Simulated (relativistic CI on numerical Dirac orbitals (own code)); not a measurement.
## Magnetism of Ru⁺, 4d7, in a crystal field

Calculated by Dirac-Coulomb-Breit CI, KLI orbitals optimised for each configuration, a model potential for QED, valence Slater integrals scaled by 0.85, one configuration in a parametric crystal field (own radial code).

Field parameters in Wybourne normalisation: Oh B⁴₀ = 21Dq, B⁴₄ = √(5/14) B⁴₀. The field is a parameter set, without covalency.

S is read from ⟨S²⟩ = S(S + 1).

Powder χT (cm³ K mol⁻¹) by Van Vleck's formula, with temperature-independent terms:

```csv
Field,2 K,5 K,10 K,20 K,50 K,100 K,200 K,300 K
"Oh, 10Dq = 3450 cm⁻¹",2.16,2.19,2.23,2.32,2.59,3.03,3.71,4.07
"Oh, 10Dq = 6200 cm⁻¹",2.01,2.03,2.06,2.14,2.36,2.73,3.34,3.68
"Oh, 10Dq = 8950 cm⁻¹",1.91,1.93,1.97,2.04,2.26,2.61,3.19,3.49
"Oh, 10Dq = 11700 cm⁻¹",1.85,1.88,1.92,2.01,2.26,2.65,3.05,3.14
"Oh, 10Dq = 14450 cm⁻¹",0.578,0.579,0.581,0.585,0.598,0.619,0.66,0.706
"Oh, 10Dq = 17200 cm⁻¹",0.481,0.482,0.483,0.485,0.492,0.503,0.526,0.548
"Oh, 10Dq = 19950 cm⁻¹",0.454,0.455,0.456,0.457,0.463,0.472,0.49,0.508
"Oh, 10Dq = 22750 cm⁻¹",0.44,0.441,0.442,0.443,0.448,0.456,0.471,0.487
```

(1) For Oh, 10Dq = 19950 cm⁻¹: what effective moment follows at 300 K?

Results:

(1) μ_eff = √(8χT) = 2.02 μB. The ground level has S = 0.54; the spin-only moment for S = 1/2 is 1.73 μB. The difference comes from the orbital moment, spin-orbit mixing of terms and temperature-independent paramagnetism, all larger in this ionic model than in covalent complexes.
